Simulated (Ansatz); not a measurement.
Geometry optimisation, RKS B3LYP-D4/def2-SVP (Ansatz 0.2.0).

input.yaml

```yaml
crystal:
  periodic: [false, false, false]
  atoms:
    - { symbol: C, position_ang: [-1.8486, 0.7295, 1.5514] }
    - { symbol: Al, position_ang: [-0.3273, 1.1716, 0.3881] }
    - { symbol: C, position_ang: [0.3808, -0.2506, -0.8342] }
    - { symbol: C, position_ang: [0.9007, -1.4608, -0.0002] }
    - { symbol: "N", position_ang: [1.5622, 0.2631, -1.5784] }
    - { symbol: H, position_ang: [-1.6501, -0.049, 2.2202] }
    - { symbol: H, position_ang: [-2.1309, 1.675, 2.1399] }
    - { symbol: H, position_ang: [-2.7195, 0.5076, 0.8937] }
    - { symbol: H, position_ang: [0.3617, 2.6345, 0.4757] }
    - { symbol: H, position_ang: [-0.3893, -0.5451, -1.5063] }
    - { symbol: H, position_ang: [1.1873, -2.2746, -0.6468] }
    - { symbol: H, position_ang: [-0.0254, -1.8599, 0.5845] }
    - { symbol: H, position_ang: [1.5846, -1.1773, 0.7033] }
    - { symbol: H, position_ang: [1.2031, 1.0716, -2.1443] }
    - { symbol: H, position_ang: [1.8888, -0.4863, -2.2173] }
basis:
  gaussian: { orbitals: def2-SVP }
hamiltonian:
  xc: b3lyp
  dispersion: d4
relax:
  f_tol: 0.015
  max_steps: 40
```

Command:

```bash
$ ansatz run input.yaml --threads 2 --pin off --max-ram 3072MiB --backend cpu --events-out ev --progress --plain --runs-dir out
```

Question: Where does it end, and by what steps?

Answer: The run converged. After 30 steps the energy has fallen by 1.128 eV; H15 moved furthest, 2.40 Å. Joined: Al2–N5 (2.87 → 2.03 Å).

```tsv
step	energy less start (eV)	largest force component (eV/Å)	accepted
0	0.0000	5.505	yes
2	-0.5273	0.350	yes
4	-0.5373	0.105	yes
6	-0.5440	0.232	yes
8	-0.5534	0.227	yes
10	-0.5710	0.200	yes
12	-0.6038	0.308	yes
14	-0.6918	0.747	yes
16	-0.8706	0.980	yes
18	-1.0050	0.587	yes
20	-1.0911	0.266	yes
22	-1.1091	0.314	yes
24	-1.1218	0.379	yes
26	-1.1217	0.148	no
28	-1.1274	0.080	yes
30	-1.1279	0.013	yes
```

```xyz
15
Properties=species:S:1:pos:R:3
C -1.090 1.014 1.742
Al -0.775 1.076 -0.200
C 0.116 -0.446 -1.086
C 0.397 -1.815 -0.503
N 1.152 0.610 -0.656
H -0.521 0.209 2.240
H -0.817 1.965 2.233
H -2.157 0.838 1.971
H -1.297 2.261 -1.124
H 0.102 -0.469 -2.185
H 1.364 -2.242 -0.839
H -0.396 -2.518 -0.806
H 0.403 -1.804 0.600
H 1.705 0.999 -1.420
H 1.793 0.271 0.062
```

Run time: 63 s on 2 threads of Intel(R) Xeon(R) 6975P-C (Granite Rapids) (shared host), peak memory 0.33 GiB.
